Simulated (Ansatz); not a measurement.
`N[Si]1(F)C=CO1`, relaxed with RKS PBE-D4/def2-SVP in Ansatz from a rough embedded geometry. The force threshold is 0.03 eV/Å; the program also tests the step.

The species carries charge 0 and has multiplicity 1.

Start:

```xyz
10

N     1.756   -0.663    0.241
Si    0.539    0.495    0.122
F     1.071    1.970    0.030
C    -1.123    0.209    0.724
C    -1.509   -0.087   -0.474
O    -0.426    0.076   -1.166
H     2.464   -0.425   -0.379
H     1.320   -1.539   -0.035
H    -1.578    0.288    1.741
H    -2.512   -0.323   -0.804
```

Q: How much energy does the relaxation release, and in how many steps? (Estimate.)

A: Computed: 35.47 kcal/mol, in 9 steps.

Q: Which bonds change most? (Estimate.)

A: Computed: Si2–O6 from 1.663 to 1.779 Å; C5–O6 from 1.296 to 1.377 Å; C4–C5 from 1.293 to 1.366 Å; Si2–F3 from 1.571 to 1.631 Å.

Q: Give the relaxed structure. (An estimate is asked.)

A: Computed: 
```xyz
10

N     1.780   -0.638    0.140
Si    0.468    0.436   -0.018
F     1.130    1.922   -0.136
C    -1.130    0.139    0.830
C    -1.623    0.062   -0.442
O    -0.647    0.261   -1.393
H     2.684   -0.454   -0.297
H     1.633   -1.626    0.351
H    -1.650    0.031    1.787
H    -2.644   -0.134   -0.821
```
